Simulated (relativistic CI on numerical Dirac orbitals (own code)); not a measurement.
## Mo²⁺: M2,3 absorption edge

Computed with this model: Dirac-Coulomb-Breit CI, KLI orbitals optimised for each configuration, model QED, valence Slater integrals scaled by 0.8, multiplet model of core-to-valence dipole absorption; configurations [Kr] 4d4 → [Ne] 3s2 3p5 3d10 4s2 4p6 4d5; 10 K; Lorentzian 3 eV and Gaussian 0.4 eV FWHM. Energies are those of the free ion, without screening or charge transfer. The branching ratio is the share of the lower-energy edge in the whole absorption, uncertain by about 0.02 where the edges overlap. S is read from ⟨S²⟩ = S(S + 1).

Field parameters in Wybourne normalisation: Td as Oh with Dq negative (B⁴₀ = 21Dq, B⁴₄ = √(5/14) B⁴₀). The field is a parameter set, without covalency.

Computed curve for Td, 10Dq = -12600 cm⁻¹, scaled to 100 at the maximum (points under 2 are left out and the grid is thinned):

| Energy (eV) | Intensity |
| --- | --- |
| 387.0 | 2.0 |
| 387.5 | 2.2 |
| 388.0 | 2.4 |
| 389.0 | 2.9 |
| 389.5 | 3.3 |
| 390.0 | 3.6 |
| 390.5 | 4.1 |
| 391.0 | 4.7 |
| 392.0 | 6.2 |
| 392.5 | 7.3 |
| 393.0 | 8.7 |
| 393.5 | 10.5 |
| 394.0 | 12.8 |
| 395.0 | 20.7 |
| 395.5 | 27.3 |
| 396.0 | 36.9 |
| 396.5 | 51.0 |
| 397.0 | 69.8 |
| 398.0 | 100.0 |
| 398.5 | 93.4 |
| 399.0 | 75.9 |
| 399.5 | 57.9 |
| 400.0 | 44.0 |
| 401.0 | 26.4 |
| 401.5 | 20.7 |
| 402.0 | 16.5 |
| 402.5 | 13.3 |
| 403.0 | 11.0 |
| 404.0 | 7.8 |
| 404.5 | 6.8 |
| 405.0 | 5.9 |
| 405.5 | 5.2 |
| 406.5 | 4.3 |
| 407.0 | 4.0 |
| 407.5 | 3.8 |
| 408.0 | 3.6 |
| 408.5 | 3.5 |
| 409.5 | 3.5 |
| 410.0 | 3.7 |
| 410.5 | 3.9 |
| 411.0 | 4.2 |
| 411.5 | 4.7 |
| 412.5 | 6.4 |
| 413.0 | 7.8 |
| 413.5 | 10.0 |
| 414.0 | 13.3 |
| 414.5 | 17.9 |
| 415.5 | 29.2 |
| 416.0 | 30.2 |
| 416.5 | 26.2 |
| 417.0 | 20.4 |
| 417.5 | 15.5 |
| 418.5 | 9.4 |
| 419.0 | 7.5 |
| 419.5 | 6.0 |
| 420.0 | 4.9 |
| 420.5 | 4.0 |
| 421.5 | 2.9 |
| 422.0 | 2.5 |
| 422.5 | 2.1 |

The ground state has S = 0.13, and the centroid lies at 402.25 eV.
